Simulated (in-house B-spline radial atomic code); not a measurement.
## Ionising the cerium ion Ce³⁺ with different functionals

Computed with a radial B-spline atomic code at the basis-set limit: scalar-relativistic (spin-free X2C) Hamiltonian, Fermi nucleus of rms radius 4.8771 fm, spin-polarised at highest spin, spherical fractional occupations for the functionals, and exact exchange of hybrids averaged over the configuration. The ionisation energy is the difference of two self-consistent energies, [Xe] 4f1 → [Kr] 4d10 5s2 5p6, without Breit or QED terms; ε is the level of the shell that loses the electron (its least bound occupied spin orbital). There is no spin-orbit coupling in this Hamiltonian.

| method | rung | ΔSCF (eV) | -ε(4f) (eV) |
| --- | --- | --- | --- |
| PBE0 | global hybrid | 37.52 | 31.45 |
| B3LYP | global hybrid | 37.62 | 30.97 |
| TPSSh | global hybrid | 37.45 | 29.69 |
| BHandHLYP | global hybrid | 36.90 | 33.74 |
| r2SCAN0 | global hybrid | 37.12 | 31.10 |
| B97-1 | global hybrid | ? | ? |
| HSE06 | range-separated hybrid | 37.46 | 30.97 |
| wB97X | range-separated hybrid | ? | ? |
| CAM-B3LYP | range-separated hybrid | 37.55 | 32.91 |
| LC-wPBE | range-separated hybrid | 37.74 | 34.17 |

**Question.** What does wB97X give?

**Answer.** ΔSCF 37.41 eV, and -ε(4f) = 33.86 eV.

**Question.** What does B97-1 give?

**Answer.** ΔSCF 37.51 eV, and -ε(4f) = 30.98 eV.

**Question.** Among the functionals, which spreads more, the ΔSCF values or the orbital energies?

**Answer.** The orbital energies: ΔSCF values span about 0.84 eV and the orbital energies 4.47 eV; here energy differences depend much less on the functional than eigenvalues do.

**Question.** How do they compare with the NIST value?

**Answer.** NIST lists 36.91 eV ± 0.009 (semi-empirical, ground level to ground level). Errors run from -0.01 to +0.83 eV; BHandHLYP is closest (-0.01 eV), but part of that can be cancellation, since the calculations leave out spin-orbit coupling, Breit-QED terms, multiplet and fine-structure energies.
